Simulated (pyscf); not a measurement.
H₃C–GaH–OH, singlet

Gas-phase minimum from PySCF at ωB97X-D3(BJ)/def2-SVP, one conformer. 

```
Ga
O 1 1.7917
H 2 0.9628 1 115.57
H 1 1.5691 2 116.90 3 0.04
C 1 1.9526 4 128.67 2 -180.00
H 5 1.1000 1 110.43 4 178.54
H 5 1.1019 6 108.83 1 121.87
H 5 1.1021 6 108.70 7 116.49
```
Charge 0, spin multiplicity 1.

Properties at ωB97X-D3(BJ)/def2-SVP:

```yaml
harmonic_wavenumbers_unscaled: 46, 174, 376, 493, 596, 602, 714, 722, 781, 801, 1244, 1439, 1445, 1993, 3069, 3164, 3188, 3925 cm⁻¹
zero_point_energy: 35.4 kcal/mol
rotational_symmetry_number: 1
Entropy of this conformer at 298 K and 1 atm, rigid rotor and harmonic oscillator, modes under 100 cm⁻¹ raised to 100: 307.3 J/(mol K)
dipole_moment: 1.13 D
```

Single-point totals, which compare only within one level (frozen core for MP2 and CC):

| level | total energy (hartree) |
|---|---|
| ωB97X-D3(BJ)/def2-TZVP | -2041.27039 |
| PBE/def2-TZVP | -2040.83378 |
| r²SCAN/def2-TZVP | -2041.19396 |
| B3LYP-D3(BJ)/def2-TZVP | -2041.33227 |
| PBE0-D3(BJ)/def2-TZVP | -2040.88443 |
| M06-2X/def2-TZVP | -2041.20984 |
| ωB97M-D3(BJ)/def2-TZVP | -2041.31964 |
| HF/def2-TZVPP | -2038.96748 |
| MP2/def2-TZVPP | -2039.62739 |
| CCSD/def2-TZVPP | -2039.64262 |
| CCSD(T)/def2-TZVPP | -2039.66802 |

The lowest mode is so soft that the shape along it may change with the basis. Soft torsions are taken as harmonic, which can shift the entropy by several J/(mol K). The CCSD(T) − MP2 part came from Ansatz, without density fitting, on the same reference. The frozen core leaves the outer d or s,p core shells of the metals and heavy elements correlated in the MP2 and CC values, and def2-TZVPP describes them poorly, so these totals are far from the basis limit. Elements up to Kr have no core potential and no relativistic terms here.
